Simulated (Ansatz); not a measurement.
HNaO, charge +1, doublet, geometry from GFN2-xTB (such geometries of metal compounds can be far from the true shape) (a state made from the parent by changing its charge; the spin is typed, not shown lowest); B3LYP/cc-pVDZ in Ansatz (a quantum-chemistry and plane-wave program).

Input for Ansatz:
Ansatz 0.2 input:
```yaml
crystal:
  periodic: [false, false, false]
  atoms:
    - {symbol: Na, position_ang: [-0.00000000, -0.00000000, -0.98015460]}
    - {symbol: O, position_ang: [0.00000000, 0.00000000, 1.08981044]}
    - {symbol: H, position_ang: [0.00000000, 0.00000000, 2.06321711]}
basis:
  gaussian:
    orbitals: cc-pVDZ
hamiltonian:
  xc: b3lyp
total_charge: 1
magnetization: {spin_polarized: true, initial_magnetization: 1}
```

The log (banner, timings and long lists left out):

```
Functional definition: B3LYP
341 factors; integrals over basis functions are off by at most 1.4e-3 eV
mean field evaluation 1: about -6462.7313 eV, gradient 5.1e1 eV
mean field evaluation 2: about -6454.7605 eV, gradient 6.7e1 eV
mean field evaluation 4: about -6472.4278 eV, gradient 1.1e-1 eV
mean field evaluation 8: about -6472.4603 eV, gradient 1.1e-2 eV
mean field evaluation 16: about -6472.4603 eV, gradient 2.8e-5 eV
mean field -6472.46034261 eV, -237.8585303999 hartree, gradient 2.8e-5 eV, S^2 0.752051; 0 other end points of the search recorded, 0 dependent functions left out
reference -6472.46059213 eV, -237.8585395695 hartree; 10, 9 occupied and 27, 28 virtual orbitals, 341 factors
Total energy: -6472.46059213 eV, -237.8585395695 hartree
```
